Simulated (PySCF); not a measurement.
CH₃FO₃W, SMILES C[O][W](=[O])(=[O])[F], multiplicity 1.

The structure is a stationary point at B3LYP-D3(BJ)/def2-SVP. The spin state was assumed, not searched. The structure was generated by enumeration; whether it is a known compound was not checked. The def2 effective core potentials stand for the cores of W; spin–orbit coupling is left out. Other conformers were not sampled.

Method: TDA-PBE/def2-SVPD in PySCF.

Vertical excitations.  State labels are in the subgroup Cs.

**Question.** Estimate the UV-visible absorptions. (The exact figures need the calculation; the answer reports its results.)

**Answer.** 
| state | symmetry | energy (eV) | λ (nm) | f | main pairs |
|---|---|---|---|---|---|
| S1 | A" | 5.00 | 248 | 0.007 | HOMO→LUMO 88 % |
| S2 | A" | 5.15 | 241 | 0.000 | HOMO−1→LUMO 95 % |
| S3 | A' | 5.22 | 237 | 0.002 | HOMO→LUMO+1 98 % |
| S4 | A' | 5.58 | 222 | 0.000 | HOMO−1→LUMO+1 55 %, HOMO−2→LUMO 45 % |
| S5 | A" | 5.88 | 211 | 0.000 | HOMO→LUMO+2 93 % |
| S6 | A' | 5.92 | 210 | 0.002 | HOMO−3→LUMO 81 % |
| S7 | A" | 5.96 | 208 | 0.000 | HOMO−2→LUMO+1 91 % |
| S8 | A" | 6.23 | 199 | 0.000 | HOMO−1→LUMO+2 85 % |
| S9 | A' | 6.31 | 196 | 0.075 | HOMO−2→LUMO 28 %, HOMO−1→LUMO+1 21 %, HOMO−3→LUMO 14 %, HOMO−4→LUMO 11 % |
| S10 | A" | 6.32 | 196 | 0.007 | HOMO→LUMO+3 86 % |
| T1 | A" | 4.45 | 278 | 0 | HOMO→LUMO 98 % |
| T2 | A' | 4.88 | 254 | 0 | HOMO→LUMO+1 97 % |
| T3 | A" | 4.94 | 251 | 0 | HOMO−1→LUMO 98 % |
| T4 | A' | 5.15 | 241 | 0 | HOMO−1→LUMO+1 61 %, HOMO−2→LUMO 35 % |
Triplets are in the Tamm–Dancoff approximation.
